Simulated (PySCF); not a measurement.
C$_{5}$H$_{15}$NSi (SMILES CN(C)[Si](C)(C)C), singlet, at a GFN2-xTB geometry; LC-WPBE/STO-3G in PySCF.

The PySCF input:
```python
from pyscf import gto, scf, dft

mol = gto.Mole()
mol.atom = '''
    C     1.711850   -1.034454    1.024109
    N     1.129227   -0.055764    0.138770
    C     2.018815    0.274152   -0.947920
    Si   -0.589417    0.119686   -0.012326
    C    -1.439175   -1.248953   -1.052805
    C    -1.325017    0.095232    1.744445
    C    -0.923799    1.805649   -0.833100
    H     1.040733   -1.225856    1.855044
    H     1.912440   -1.983010    0.509596
    H     2.660261   -0.657443    1.418248
    H     2.237199   -0.598547   -1.576746
    H     1.573530    1.045488   -1.567800
    H     2.966446    0.647840   -0.548773
    H    -1.275414   -2.232414   -0.620017
    H    -2.512429   -1.098514   -1.120039
    H    -1.050114   -1.271948   -2.067410
    H    -0.749866    0.709762    2.429087
    H    -1.365970   -0.909764    2.151852
    H    -2.340167    0.477796    1.733812
    H    -1.961582    2.091724   -0.698327
    H    -0.735036    1.779944   -1.901455
    H    -0.308829    2.589927   -0.404263
'''
mol.basis = 'sto-3g'
mol.charge = 0
mol.spin = 0
mol.verbose = 4
mol.build()

mf = dft.RKS(mol)
mf.xc = 'lc_wpbe'
mf.kernel()
mf.analyze()
```

**Question.** What does PySCF print? Leave out banner, timings and long lists.

**Answer.** 
```
PySCF version 2.14.0

[INPUT] verbose = 4
[INPUT] num. atoms = 22
[INPUT] num. electrons = 66
[INPUT] charge = 0
[INPUT] spin (= nelec alpha-beta = 2S) = 0
[INPUT] symmetry False subgroup None
[INPUT] Mole.unit = angstrom
[INPUT] Symbol           X                Y                Z      unit          X                Y                Z       unit  Magmom
[...]
nuclear repulsion = 413.398086497323
number of shells = 38
number of NR pGTOs = 162
number of NR cGTOs = 54
basis = sto-3g
ecp = {}

******** <class 'pyscf.dft.rks.RKS'> ********
method = RKS
initial guess = minao
damping factor = 0
level_shift factor = 0
DIIS = <class 'pyscf.scf.diis.CDIIS'>
diis_start_cycle = 1
diis_space = 8
diis_damp = 0
SCF conv_tol = 1e-09
SCF conv_tol_grad = None
SCF max_cycles = 50
direct_scf = True
direct_scf_tol = 1e-13
XC library pyscf.dft.libxc version 7.1.2
    S. Lehtola, C. Steigemann, M. J. T. Oliveira, and M. A. L. Marques,  SoftwareX 7, 1–5 (2018)
XC functionals = lc_wpbe
    O. A. Vydrov and G. E. Scuseria,  J. Chem. Phys. 125, 234109 (2006)
radial grids:
    Treutler-Ahlrichs [JCP 102, 346 (1995); DOI:10.1063/1.469408] (M4) radial grids

becke partition: Becke, JCP 88, 2547 (1988); DOI:10.1063/1.454033
pruning grids: <function nwchem_prune>
grids dens level: 3
symmetrized grids: False
atomic radii adjust function: <function treutler_atomic_radii_adjust>
small_rho_cutoff = 0
Set gradient conv threshold to 3.16228e-05
Initial guess from minao.
tot grids = 250792
init E= -537.732304599974
[...]
cycle= 1 E= -537.151080236272  delta_E= 0.581  |g|= 0.384  |ddm|= 5.41
[...]
cycle= 2 E= -537.188451751114  delta_E= -0.0374  |g|= 0.211  |ddm|=  0.8
[...]
cycle= 3 E= -537.200969115463  delta_E= -0.0125  |g|= 0.0221  |ddm|= 0.281
[...]
cycle= 4 E= -537.201188308356  delta_E= -0.000219  |g|= 0.00844  |ddm|= 0.0516
[...]
cycle= 5 E= -537.201213012918  delta_E= -2.47e-05  |g|= 0.000723  |ddm|= 0.0143
[...]
cycle= 6 E= -537.201213301919  delta_E= -2.89e-07  |g|= 0.000159  |ddm|= 0.00196
[...]
cycle= 7 E= -537.201213317974  delta_E= -1.61e-08  |g|= 4.12e-05  |ddm|= 0.000491
[...]
cycle= 8 E= -537.201213319091  delta_E= -1.12e-09  |g|= 1.02e-05  |ddm|= 0.000134
[...]
cycle= 9 E= -537.201213319151  delta_E= -6.07e-11  |g|= 2.23e-06  |ddm|= 3.05e-05
[...]
Extra cycle  E= -537.201213319154  delta_E= -2.16e-12  |g|= 9.1e-07  |ddm|= 6.29e-06
converged SCF energy = -537.201213319154
**** SCF Summaries ****
Total Energy =                        -537.201213319153567
Nuclear Repulsion Energy =             413.398086497323334
One-electron Energy =                -1558.591435399628153
Two-electron Energy =                  607.992135583151253
Two-electron Coulomb Energy =          668.534221431172455
DFT Exchange-Correlation Energy =      -60.542085848021166
HOMO-LUMO gap [eV] =                    16.280836946950210
**** MO energy ****
[...]
 ** Mulliken pop on meta-lowdin orthogonal AOs  **
 ** Mulliken pop  **
 ** Mulliken atomic charges  **
charge of    0C =     -0.09056
charge of    1N =     -0.30518
charge of    2C =     -0.09055
charge of    3Si =      0.75122
charge of    4C =     -0.31780
charge of    5C =     -0.31370
charge of    6C =     -0.31370
charge of    7H =      0.05011
charge of    8H =      0.03192
charge of    9H =      0.04437
charge of   10H =      0.03192
charge of   11H =      0.05010
charge of   12H =      0.04438
charge of   13H =      0.04507
charge of   14H =      0.04693
charge of   15H =      0.04507
charge of   16H =      0.05069
charge of   17H =      0.04652
charge of   18H =      0.04798
charge of   19H =      0.04798
charge of   20H =      0.04652
charge of   21H =      0.05069
Dipole moment(X, Y, Z, Debye): -0.18687, -0.29259, -0.22324
```
